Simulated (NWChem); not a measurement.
Correlation energy of CH₄N

```xyz
6

C      0.5953    -0.1823     0.0000
N     -0.7292     0.3692     0.0000
H      0.7756    -0.8336     0.8827
H      1.3596     0.6118     0.0000
H      0.7756    -0.8336    -0.8827
H     -1.3778    -0.4354     0.0000
```
Charge 0, spin multiplicity 2.

Program: NWChem. Structure: optimised with UB3LYP/def2-SVP, a minimum by its harmonic frequencies.

Basis set: def2-TZVP. Each correlation energy counts from its own Hartree-Fock reference.

The correlated methods keep 2 core orbitals frozen. The structure started from a generated list of species. The unpaired electrons of the parent sit in orbitals of symmetry a" (Cs labels of the run); other states weren't searched. No SCF solution was tested for a lower state. Open-shell Hartree-Fock references start from PBE0 orbitals. Coupled-cluster values serve here as a point of comparison, not as the truth.

```csv
method,correlation energy (mHa)
UMP2,(withheld)
SCS-UMP2,-346.2
CCSD on ROHF,-380.5
CCSD[T] on ROHF,(withheld)
CCSD(T) on ROHF,-393.3
```

Task: Fill in the missing entries.

Result: 
- UMP2, correlation energy (mHa): -343.5
- CCSD[T] on ROHF, correlation energy (mHa): -393.8
